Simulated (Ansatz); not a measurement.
`[AlH2][BH][Al]([Cl])[Br]` + `[F][GeH3]` → `[AlH2][BH][GeH3]` + `[F][Al]([Cl])[Br]`  (redistribution)

Isolated molecules relaxed with PBE0-D4/def2-TZVP in Ansatz; ΔE leaves out vibrations. CCSD(T)/CBS is the MP2 limit (def2-TZVPP, def2-QZVPP) plus CCSD(T) − MP2 in def2-TZVPP, frozen cores. DFT in def2-TZVPP. For Br, Ge outer-core shells are correlated without core-valence functions, which leaves a few kJ/mol of doubt a bond. Scalar relativity is left out up to krypton. One conformer a species, not always the lowest.

Task: Is it downhill or uphill in electronic energy at CCSD(T)/CBS, and by how much? (Best estimate.)

Result: The calculation gave: Downhill: ΔE = -1.30 eV.

Task: What do these levels give: LDA (SPW92), PBE-D4, revPBE-D4, PBE0-D4, ωB97M-V, PBE-QIDH, PBE, r2SCANh, CAM-B3LYP, CCSD/def2-SVP, CCSD(T)/def2-SVP, SCS-MP2/def2-TZVPP? (Estimate.)

Result: The calculation gave: LDA (SPW92) -1.23, PBE-D4 -1.15, revPBE-D4 -1.14, PBE0-D4 -1.17, ωB97M-V -1.21, PBE-QIDH -1.23, PBE -1.14, r2SCANh -1.25, CAM-B3LYP -1.21, CCSD/def2-SVP -1.19, CCSD(T)/def2-SVP -1.18, SCS-MP2/def2-TZVPP -1.24 eV.

Largest T1 diagnostic among the species: 0.013.

At CCSD(T), def2-SVP lies +0.12 eV from the extrapolated value and def2-TZVPP +0.05 eV. From BLYP to BHLYP (50 % exact exchange), in def2-TZVPP and without D4, ΔE moves by −0.05 eV.
